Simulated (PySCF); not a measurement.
These are r2SCAN-D4/def2-TZVP // r2SCAN-D4/def2-SVP (PySCF 2.14.0) values and carry that method's errors. Isolated molecules, 0 K electronic values unless said otherwise. One relaxed conformer stands for a flexible species; it need not be the lowest. Excitations are Tamm–Dancoff values on a coarser integration grid. The basis has no diffuse functions, so Rydberg states are missing or too high.

Reference species (SMILES): `Bc1c(C#N)ccc2ccsc12` (neutral, multiplicity 1).

```json
{
 "S1 excitation (TDA)": "3.21 eV",
 "S1 oscillator strength": "0.037",
 "T1 excitation (TDA)": "2.41 eV",
 "LUMO": "-3.50 eV"
}
```

Changed species: `Bc1ccc(C#N)c2ccsc12`.

What does the change do to the S1 excitation (TDA), S1 oscillator strength, T1 excitation (TDA) and LUMO?

the S1 excitation (TDA) drops by 0.11 eV, to 3.10 eV; the S1 oscillator strength rises by 0.028, to 0.065; the T1 excitation (TDA) decreases by 0.09 eV, to 2.32 eV; the LUMO drops by 0.12 eV, to -3.62 eV.
